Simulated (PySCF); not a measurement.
A structure optimised at B3LYP-D3(BJ)/def2-SVP, used in a PySCF frequency run:

```
Te
Cl 1 2.3230
Cl 1 2.3230 2 101.02
Cl 1 2.4211 2 101.24 3 103.96
Cl 1 2.4211 2 101.24 3 -103.96
```
Charge +1, spin multiplicity 2.

Write its SMILES, formula and point group.

Cl[Te+](Cl)(Cl)Cl, Cl4Te, C2v

What are its rotational constants (standard atomic weights)?

1.2279, 0.90208, 0.83611 GHz
